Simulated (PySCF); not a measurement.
Spectrum to structure. Theory: TDDFT B3LYP/def2-SVPD, vertical, gas phase, core orbitals frozen in the response (PySCF 2.14.0, density-fitted response routines). Geometries: PBE0-D3(BJ)/def2-SVP, one conformer each. Relativistic effects are left out although some hold elements past zinc.

```csv
state,λ (nm),f
S1,240.2,0.687
S2,233.6,0.0006
S3,219.4,0.0000
S4,196.1,0.0045
S5,194.6,0.029
S6,192.2,0.016
S7,185.8,0.0000
S8,184.8,0.0020
S9,180.0,0.107
S10,171.6,0.0005
```

Question: Which structure fits? All have the formula C4H5Br.
A. `BrC=C1CC1`
B. `C=C/C=C/Br`
C. `C[C@H]1C=C1Br`

Answer: B. Its S1, at 5.16 eV, is the lowest among the candidates; the nearest of the others has S1 at 5.49 eV. S1 is HOMO→LUMO (94%). Löwdin shares by element: HOMO carbon 56% or more, bromine 24% (atoms not listed hold the other 19%); LUMO carbon 81% (atoms not listed hold the other 19%). At the same level the other candidates give, for their lowest levels:
- `C[C@H]1C=C1Br`: 226 nm (f 0.000); 211 nm (f 0.075); 208 nm (f 0.006); 195 nm (f 0.056); 187 nm (f 0.011); T1 4.02 eV; HOMO -6.93, LUMO -0.50 eV
- `BrC=C1CC1`: 225 nm (f 0.001); 206 nm (f 0.259); 199 nm (f 0.000); 192 nm (f 0.011); 190 nm (f 0.009); T1 4.06 eV; HOMO -6.85, LUMO -0.53 eV

Conformer computed: `[CH2:1]=[CH:2]/[CH:3]=[CH:4]/[Br:5]`: C1–C2–C3–C4 180°.
Triplets come from the Tamm–Dancoff approximation.
